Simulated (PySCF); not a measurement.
# Worked example: chemical shift, span and skew from a shielding tensor

C2H6N2OSi, SMILES C[Si@@H](N)N=C=O. Atoms are numbered in the order given.

```xyz
12

C     -1.8627    -1.2186     0.1363
Si    -0.7981     0.1504    -0.5564
N     -1.4262     1.6782    -0.0635
N      0.8315    -0.1499    -0.0045
C      1.9576    -0.3045     0.3731
O      3.0609    -0.4594     0.7460
H     -1.8816    -1.1754     1.2378
H     -1.4666    -2.2050    -0.1515
H     -2.8976    -1.1341    -0.2306
H     -0.7308     0.1549    -2.0399
H     -1.0733     2.5322    -0.4856
H     -1.6702     1.8369     0.9101
```

Geometry: B3LYP-D3(BJ)/def2-SVP. The structure was generated by enumeration; whether it is a known compound was not checked. Other conformers were not sampled.

GIAO shieldings from PBE/pcSseg-1 (PySCF), non-relativistic, no solvent. The symmetric part of the tensor of Si2 has the principal values 343.5, 359.3, 422.3 ppm. The same nucleus in TMS has σ = 335.4 ppm at this level (PySCF, at its B3LYP-D3(BJ)/def2-TZVP geometry).

**Question.** Work out the isotropic shielding, the ²⁹Si shift against TMS, the span and the skew.

**Answer.** 
σ(iso) = (σ11 + σ22 + σ33)/3 = 375.0 ppm. δ = σ(ref) − σ(iso) = 335.4 − (375.0) = -39.6 ppm.
Span Ω = σ33 − σ11 = 78.8 ppm. Skew κ = 3(σ(iso) − σ22)/Ω = 0.60. Tumbling in solution averages the tensor to δ; in a static solid the shielding alone would spread this spin-1/2 line over Ω.
